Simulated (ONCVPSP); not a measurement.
**Potentials for N (Z = 7) compared**

Generated with ld1.x 7.5 (TM, RRKJ, ultrasoft, PAW), atompaw 4.2 or ONCVPSP 4.0.1. The cutoff is in Ry: for ld1.x and atompaw files where the sum of valence levels is converged to 10 mRy in a Bessel basis, for ONCV files where the hardest occupied wave has 1 mHa per electron of residual kinetic energy. The error is the largest all-electron minus pseudo excitation energy over each file’s own four to seven test configurations (ionisations up to +4, promotions, holes and added fractions of an electron), all of which were solved. The labels leave out finer settings (local radius, basis sizes, second energies), which also bear on the numbers. Spin-polarised tests are not counted. The rows are a selection from randomly drawn settings: files with unsolved tests, undetermined cutoffs or missed reference levels are left out.

A true bound ghost makes a file unfit for plane-wave use even where its test errors are small: the radial tests pick states by their node count and pass the ghost by.

| potential | cutoff (Ry) | largest error (meV) | bound ghosts |
| --- | --- | --- | --- |
| ONCV, PBE, scalar-relativistic, rc 1.00/1.10/1.20 (spd), local smoothed, core correction yes, reference 2s1 2p4, qcut 7.2/7.1/8.7, projectors 2/3/2 | 172 | +141 | none |
| ONCV, PBE, non-relativistic, rc 0.85/1.65/1.30 (spd), local smoothed, core correction no, reference 2s2 2p2, qcut 6/7.3/7.8, projectors 1/1/2 | 217 | +767 | none |
| ONCV, PBEsol, scalar-relativistic, rc 1.15/2.45/2.40 (spd), local smoothed, core correction no, reference 2s1 2p4, qcut 7.1/6.4/4.4, projectors 2/2/2 | 43 | +1333 | none |
| ONCV, revPBE, scalar-relativistic, rc 0.90/2.55 (sp), local smoothed, core correction yes, reference 2s2 2p3, qcut 8.9/6.5, projectors 2/2 | 62 | +2748 | none |
| ONCV, PBE, scalar-relativistic, rc 0.75/1.65/1.40 (spd), local smoothed, core correction yes, reference 2s2 2p3, qcut 9.8/8.3/7.7, projectors 3/2/2 | 59 | +724 | s |
| ONCV, PBE, scalar-relativistic, rc 0.95/2.40/2.30 (spd), local smoothed, core correction yes, reference 2s2 2p3, qcut 6.8/5.5/3.7, projectors 2/1/3 | 55 | +3973 | none |

(1) Fill in the row for N: ONCV, LDA (Perdew-Zunger), scalar-relativistic, rc 0.70/1.50 (sp), local smoothed, core correction yes, reference 2s2 2p2, qcut 11.5/7.1, projectors 2/2.

(2) Fill in the row for N: ONCV, PW91, scalar-relativistic, rc 1.15/2.60 (sp), local s, core correction yes, reference 2s1 2p4, qcut 5.3/5.4, projectors 0/3.

Results:

(1) cutoff 656 Ry, largest error +547 meV, bound ghosts: s.

(2) cutoff 131 Ry, largest error +1948 meV, bound ghosts: none.
